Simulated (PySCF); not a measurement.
PySCF input (M06-2X/6-311+G**):

```python
from pyscf import gto, dft

mol = gto.M(
    atom='''
    C    -1.02295600    0.16202200   -0.18222500
    S     0.50216900   -0.03524600    0.06037700
    H    -1.89697100   -0.40818900    0.12730900
    ''',
    basis='6-311+g**',
    charge=0,
    spin=1,
    verbose=4,
)

mf = dft.UKS(mol, xc='m062x')
mf.grids.level = 4
mf.conv_tol = 1e-9
mf.max_cycle = 100
mf.max_memory = 1500
mf.kernel()
if not mf.converged:
    mf = mf.newton()
    mf.kernel(mf.make_rdm1())
mo, _, stable, _ = mf.stability(return_status=True)
if not stable:
    mf.kernel(mf.make_rdm1(mo, mf.mo_occ))
    stable = mf.stability(return_status=True)[2]
mf.dip_moment()
```

Output:

```
PySCF version 2.14.0

[INPUT] verbose = 4
[INPUT] num. atoms = 3
[INPUT] num. electrons = 23
[INPUT] charge = 0
[INPUT] spin (= nelec alpha-beta = 2S) = 1
[INPUT] symmetry False subgroup None
[INPUT] Mole.unit = angstrom
[INPUT] Symbol           X                Y                Z      unit          X                Y                Z       unit  Magmom
[INPUT]  1 C     -1.022956000000   0.162022000000  -0.182225000000 AA   -1.933106677481   0.306177206154  -0.344355343049 Bohr   0.0
[INPUT]  2 S      0.502169000000  -0.035246000000   0.060377000000 AA    0.948961878247  -0.066605286986   0.114095994223 Bohr   0.0
[INPUT]  3 H     -1.896971000000  -0.408189000000   0.127309000000 AA   -3.584755656242  -0.771365417060   0.240579143192 Bohr   0.0

nuclear repulsion = 39.0334716033613
number of shells = 28
number of NR pGTOs = 92
number of NR cGTOs = 58
basis = 6-311+g**
ecp = {}

******** <class 'pyscf.dft.uks.UKS'> ********
method = UKS
initial guess = minao
damping factor = 0
level_shift factor = 0
DIIS = <class 'pyscf.scf.diis.CDIIS'>
diis_start_cycle = 1
diis_space = 8
diis_damp = 0
SCF conv_tol = 1e-09
SCF conv_tol_grad = None
SCF max_cycles = 100
direct_scf = True
direct_scf_tol = 1e-13
number electrons alpha = 12  beta = 11
XC library pyscf.dft.libxc version 7.1.2
    S. Lehtola, C. Steigemann, M. J. T. Oliveira, and M. A. L. Marques,  SoftwareX 7, 1–5 (2018)
XC functionals = m062x
    Y. Zhao and D. G. Truhlar,  Theor. Chem. Acc. 120, 215 (2008)
    Y. Zhao and D. G. Truhlar,  Theor. Chem. Acc. 120, 215 (2008)
radial grids:
    Treutler-Ahlrichs [JCP 102, 346 (1995); DOI:10.1063/1.469408] (M4) radial grids

becke partition: Becke, JCP 88, 2547 (1988); DOI:10.1063/1.454033
pruning grids: <function nwchem_prune>
grids dens level: 4
symmetrized grids: False
atomic radii adjust function: <function treutler_atomic_radii_adjust>
small_rho_cutoff = 0
Set gradient conv threshold to 3.16228e-05
tot grids = 73008
init E= -436.916570185456
  alpha nocc = 12  HOMO = -0.151180446388803  LUMO = -0.106077119120712
  beta  nocc = 11  HOMO = -0.36250031042622  LUMO = -0.151180446388812

WARN: HOMO -0.151180446388803 >= LUMO -0.151180446388812

cycle= 1 E= -436.770927521769  delta_E= 0.146  |g|= 0.144  |ddm|=  1.2
  alpha nocc = 12  HOMO = -0.258774373539996  LUMO = -0.0627959986472773
  beta  nocc = 11  HOMO = -0.37446895479927  LUMO = -0.0771925272067412
  HOMO = -0.25877437354  LUMO = -0.0771925272067  gap/eV = 4.94109
cycle= 2 E= -436.760175224947  delta_E= 0.0108  |g|= 0.209  |ddm|= 0.312
  alpha nocc = 12  HOMO = -0.254054391138871  LUMO = -0.0468424969471369
  beta  nocc = 11  HOMO = -0.368208555143231  LUMO = -0.0619750603467348
  HOMO = -0.254054391139  LUMO = -0.0619750603467  gap/eV = 5.22674
cycle= 3 E= -436.784027941816  delta_E= -0.0239  |g|= 0.0276  |ddm|= 0.185
  alpha nocc = 12  HOMO = -0.256296848614586  LUMO = -0.0450228641940202
  beta  nocc = 11  HOMO = -0.366634056517633  LUMO = -0.0601113913980078
  HOMO = -0.256296848615  LUMO = -0.060111391398  gap/eV = 5.33848
cycle= 4 E= -436.784462082187  delta_E= -0.000434  |g|= 0.00573  |ddm|= 0.0298
  alpha nocc = 12  HOMO = -0.256919006032452  LUMO = -0.0439520718591802
  beta  nocc = 11  HOMO = -0.365629085937818  LUMO = -0.0584203356433714
  HOMO = -0.256919006032  LUMO = -0.0584203356434  gap/eV = 5.40142
cycle= 5 E= -436.78453749328  delta_E= -7.54e-05  |g|= 0.00279  |ddm|= 0.0197
  alpha nocc = 12  HOMO = -0.257229689151832  LUMO = -0.0437181782359896
  beta  nocc = 11  HOMO = -0.365376331719423  LUMO = -0.0580385127446848
  HOMO = -0.257229689152  LUMO = -0.0580385127447  gap/eV = 5.42027
cycle= 6 E= -436.784566392813  delta_E= -2.89e-05  |g|= 0.00166  |ddm|= 0.00807
  alpha nocc = 12  HOMO = -0.257297161892079  LUMO = -0.0434383650154163
  beta  nocc = 11  HOMO = -0.365171336821835  LUMO = -0.0576282614261157
  HOMO = -0.257297161892  LUMO = -0.0576282614261  gap/eV = 5.43327
cycle= 7 E= -436.784583668997  delta_E= -1.73e-05  |g|= 0.00079  |ddm|= 0.00791
  alpha nocc = 12  HOMO = -0.25735516074151  LUMO = -0.0433088490376199
  beta  nocc = 11  HOMO = -0.365199181463199  LUMO = -0.0574842021206799
  HOMO = -0.257355160742  LUMO = -0.0574842021207  gap/eV = 5.43877
cycle= 8 E= -436.784588149374  delta_E= -4.48e-06  |g|= 0.000234  |ddm|= 0.00531
  alpha nocc = 12  HOMO = -0.257313818268275  LUMO = -0.0432457764576971
  beta  nocc = 11  HOMO = -0.365158722901521  LUMO = -0.0574261230418487
  HOMO = -0.257313818268  LUMO = -0.0574261230418  gap/eV = 5.43922
cycle= 9 E= -436.784588447953  delta_E= -2.99e-07  |g|= 9.11e-05  |ddm|= 0.00146
  alpha nocc = 12  HOMO = -0.257332919221893  LUMO = -0.0432512794761588
  beta  nocc = 11  HOMO = -0.365183958790164  LUMO = -0.0574375140031493
  HOMO = -0.257332919222  LUMO = -0.0574375140031  gap/eV = 5.43943
cycle= 10 E= -436.784588478717  delta_E= -3.08e-08  |g|= 3.7e-05  |ddm|= 0.000382
  alpha nocc = 12  HOMO = -0.257327638746233  LUMO = -0.0432392675701551
  beta  nocc = 11  HOMO = -0.365174988157451  LUMO = -0.0574319160206446
  HOMO = -0.257327638746  LUMO = -0.0574319160206  gap/eV = 5.43944
cycle= 11 E= -436.784588484353  delta_E= -5.64e-09  |g|= 1.48e-05  |ddm|= 0.000149
  alpha nocc = 12  HOMO = -0.257328040715454  LUMO = -0.0432388576048231
  beta  nocc = 11  HOMO = -0.365176823102526  LUMO = -0.0574348493353058
  HOMO = -0.257328040715  LUMO = -0.0574348493353  gap/eV = 5.43937
cycle= 12 E= -436.784588485134  delta_E= -7.8e-10  |g|= 4.17e-06  |ddm|= 6.1e-05
  alpha nocc = 12  HOMO = -0.257327903312849  LUMO = -0.0432386291558142
  beta  nocc = 11  HOMO = -0.365176788725328  LUMO = -0.0574355354500756
  HOMO = -0.257327903313  LUMO = -0.0574355354501  gap/eV = 5.43935
Extra cycle  E= -436.78458848518  delta_E= -4.59e-11  |g|= 2.33e-06  |ddm|= 1.15e-05
converged SCF energy = -436.78458848518  <S^2> = 0.75713445  2S+1 = 2.0071218
uhf_internal: lowest eigs of H = [0.07752021 0.18224494 0.26168834]
<class 'pyscf.dft.uks.UKS'> wavefunction is stable in the internal stability analysis
Dipole moment(X, Y, Z, Debye): -0.58551, -0.86243,  0.52277
```

The geometry given is a B3LYP-D3(BJ)/def2-TZVP minimum.
